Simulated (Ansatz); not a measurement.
Reaction (formal exchange of groups at the Sn–C bond): `C#[C][SnH2][C]#C` + CH₄ → `C#[C][SnH2][CH3]` + `C#C`

Isolated molecules relaxed with PBE0-D4/def2-TZVP in Ansatz; ΔE leaves out vibrations. CBS: MP2 limit from def2 TZ/QZ plus the TZ coupled-cluster correction, frozen cores. This one scheme is used for every species. Functionals use def2-TZVPP. HSE06 is defined as in plane-wave codes. def2 core potentials past Kr. For Sn outer-core shells are correlated without core-valence functions, which leaves a few kJ/mol of doubt a bond.

`C#[C][SnH2][C]#C`:

Cartesian coordinates in Å:
```
C 0.751 0.968 -2.517
C 0.696 0.323 -1.499
Sn 0.633 -0.809 0.241
C -0.904 -0.061 1.420
C -1.790 0.359 2.122
H 0.794 1.542 -3.414
H 0.291 -2.423 -0.160
H 2.104 -0.634 1.070
H -2.575 0.735 2.737
```

CH₄:

Z-matrix (Å, degrees):
```
C
H 1 1.090
H 1 1.090 2 109.5
H 1 1.090 2 109.5 3 -120.0
H 1 1.090 2 109.5 3 120.0
```

`C#[C][SnH2][CH3]`:

```xyz
10

C     1.939   -0.733   -1.902
C     0.942   -0.315   -1.366
Sn   -0.769    0.398   -0.403
C    -0.513    0.084    1.691
H     2.818   -1.102   -2.379
H    -0.917    2.055   -0.781
H    -2.102   -0.471   -1.016
H    -0.382   -0.980    1.886
H    -1.386    0.444    2.235
H     0.371    0.621    2.035
```

`C#C`:

Cartesian coordinates in Å:
```
C -0.415 -0.130 0.411
C 0.415 0.130 -0.411
H -1.154 -0.362 1.142
H 1.154 0.362 -1.142
```

(1) Is it downhill or uphill in electronic energy at CCSD(T)/CBS, and by how much? (Best estimate.)

(2) What do these levels give: HSE06, LC-ωPBE, CCSD(T)/def2-SVP, SCS-MP2/def2-TZVPP, HF/def2-QZVPP, MP2/CBS(def2)? (An estimate is asked.)

Largest T1 diagnostic among the species: 0.014.

## Answers

(1) Ansatz gave: Uphill: ΔE = +8.1 kcal/mol.

(2) The calculation gave: HSE06 8.0, LC-ωPBE 8.2, CCSD(T)/def2-SVP 9.9, SCS-MP2/def2-TZVPP 9.9, HF/def2-QZVPP 10.0, MP2/CBS(def2) 8.4 kcal/mol.

At CCSD(T), def2-SVP lies +1.8 kcal/mol from the extrapolated value and def2-TZVPP +1.1 kcal/mol. Leaving LDA and LC-ωPBE aside and taking each functional with its dispersion term where it has one, the values, not all of them listed here, spread over 1.8 kcal/mol, from PBE-D4 to B97M-V. LDA lies −1.1 kcal/mol from PBE without D4. From BLYP to BHLYP (50 % exact exchange), in def2-TZVPP and without D4, ΔE moves by +0.7 kcal/mol.
